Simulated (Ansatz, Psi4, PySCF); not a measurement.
Br₃In, triplet, geometry from GFN2-xTB (such geometries of metal compounds can be far from the true shape) (a higher spin typed on purpose: for a closed-shell molecule this is an excited state) (all electrons, no relativity). Base run: B3LYP5/STO-3G (PySCF).

The PySCF input:
```python
from pyscf import gto, scf, dft

mol = gto.M(
    atom='''
In   -0.312214    0.348297    0.722579
Br   -1.817276   -1.601366   -0.491829
Br    0.135348    2.032527   -1.399741
Br    2.119028   -0.918777    0.879960
''',
    basis='sto-3g',
    charge=0,
    spin=2,
    verbose=4,
)

mf = dft.UKS(mol)
mf.xc = 'b3lyp5'
mf.kernel()
```

The same geometry, method and basis name were run in Ansatz (a quantum-chemistry and plane-wave program) and Psi4 and PySCF, at each program's defaults and at the settings that a row names. The base is PySCF at its defaults. Differences at the defaults can come from grids, fitting, cores and function types together.

| code and settings | ΔE vs base (mEh) | basis functions | E (Eh) | SCF cycles | dipole (D) | outcome |
|---|---|---|---|---|---|---|
| PySCF, defaults (exact integrals, its default grid, spherical functions) | 0.000 | 81 | -13322.25233 | 10 | 2.26 | converged |
| Ansatz, defaults (factorised integrals, its default grid, spherical functions) | -0.912 | 81 | -13322.25325 | - | - | converged |
| PySCF, fine grid | -0.003 | 81 | -13322.25234 | 10 | 2.26 | converged |
| Psi4, exact integrals, spherical functions, fine grid | 0.019 | 81 | -13322.25232 | 20 | 2.26 | converged |
| Ansatz, high accuracy | - | - | - | - | - | cut at the time limit |

Open shells are given as the SCF converged; they aren't shown to be the lowest states, and a large step between rows can be another state.
